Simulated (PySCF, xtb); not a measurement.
OsO2, SMILES [O]=[Os]=[O] (connectivity only; charge and spin as stated), neutral, multiplicity 3.

Harmonic wavenumbers (cm⁻¹) from xtb 6.7.1 with GFN2-xTB at its own minimum, in rising order: 187, 924, 1010.

**Question.** What does PBE-D3(BJ)/def2-TZVP run with PySCF give at its own minimum? (The exact figures need the calculation; the answer reports its results.)

**Answer.** 249, 953, 1001. Paired by order, the mean absolute difference is 33 cm⁻¹ and the zero-point energies are 3.0 and 3.2 kcal/mol.
